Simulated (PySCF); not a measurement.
Gas-phase XPS of `C=C[SiH2]N=C`, computed

Species: C₃H₇NSi.
Structure used (GFN2-xTB), in Å, numbered top down from 1:
```xyz
12
C3H7NSi angstrom
C     -2.2173    0.9029    0.1491
C     -1.2319    0.1935    0.6733
Si    -0.0229   -0.8627   -0.3095
N      1.5145   -0.4364    0.3480
C      2.5703    0.0285   -0.1223
H     -2.3901    0.9366   -0.9151
H     -2.9006    1.4859    0.7492
H     -1.1079    0.1991    1.7492
H     -0.2314   -0.6554   -1.7497
H     -0.1295   -2.2809    0.0393
H      3.4163    0.2075    0.5382
H      2.7316    0.2806   -1.1757
```

The calculation used PySCF, delta-SCF UKS SCAN, pcX-2 on the ionised atom, pcseg-1 elsewhere, spin-free X2C. Binding energies are ΔSCF values: E(core-ionised, relaxed orbitals) − E(ground state) at a fixed geometry, referred to the vacuum level.

Q: Give the core binding energies atom by atom.

A: 
```tsv
atom(s)	bonded to	level	binding energy (eV)	2p1/2 (eV)	above the level's lowest (eV)	count
Si3	N, C and 2 H	Si 2p3/2	106.62	107.24	0.00	1
C2	C (double bond), H and Si	C 1s	289.99	–	0.00	1
C1	C (double bond) and 2 H	C 1s	290.37	–	+0.38	1
C5	N (double bond) and 2 H	C 1s	291.88	–	+1.89	1
N4	C (double bond) and Si	N 1s	404.28	–	0.00	1
Si3	N, C and 2 H	Si 1s	1846.45	–	0.00	1
```

The listed C 1s values span 1.89 eV, from C2 (bonded to C (double bond), H and Si) to C5 (bonded to N (double bond) and 2 H). The widest gap between neighbouring values is 1.51 eV, between 290.37 and 291.88 eV. Summing the Pauling electronegativity differences to the bonded atoms, each weighted by its formal bond order, gives -1.00 for the lowest site and +0.28 for the highest; no listed site has a larger sum than the highest.

Q: Which photon energy gives electrons from N 1s of N4 a kinetic energy of 200 eV, and what is their de Broglie wavelength?

A: hν = 404.28 + 200 = 604.28 eV, recoil neglected; λ = 12.264 Å/√(E/eV) = 0.87 Å.

Q: Express the binding energy of N 1s of N4 in atomic units and per mole.

A: 404.28 eV = 14.8570 Eh = 39007 kJ/mol.

Spin–orbit and ligand-field terms were added within each 2p shell after the spin-free SCF. 2p1/2 minus 2p3/2 (ligand field included): Si 0.62 eV. One conformer (not necessarily the lowest) at the GFN2-xTB geometry, without solvent, vibrations or thermal averaging.
